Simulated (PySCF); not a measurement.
## Diatomics of Br with group 13

CCSD(T) with double-zeta basis sets in PySCF, for the lowest determinant that a PBE0 search found; no spin–orbit coupling. De refers to high-spin ground-configuration atoms.

```tsv
M	basis	reference, frozen orbitals	state (unpaired electrons)	Re (Å)	ωe (cm⁻¹)	De (eV)
B	cc-pVDZ/cc-pVDZ-PP	RHF, 5	singlet (closed shell)	1.913	694	4.24
Al	x2c-SVPall	RHF, 14	singlet (closed shell)	2.302	393	4.39
Ga	x2c-SVPall	RHF, 18	singlet (closed shell)	2.361	276	4.07
In	cc-pVDZ-PP	RHF, 8	singlet (closed shell)	2.589	221	3.78
Tl	def2-SVP	RHF, 13	singlet (closed shell)	2.678	196	3.67
```

The shortest bond is that of BBr (1.913 Å), the longest that of TlBr (2.678 Å).

The rows differ in basis set, which adds steps of its own.

Down a group the atoms grow and get heavier, so bonds lengthen and wavenumbers fall; this series shows no clear exception.

Correlated steps freeze the inner cores (5 to 18 orbitals); shallow outer-core shells are correlated. Correlated levels converge slowly with the basis: in double zeta they bind strong bonds too weakly, by up to about 1 eV, and carry superposition errors of some tenths. These are scalar-relativistic numbers at best; spin–orbit coupling would shift them, the dissociation energy most. Where the molecule has an RHF reference, its open-shell atoms are computed with UHF.
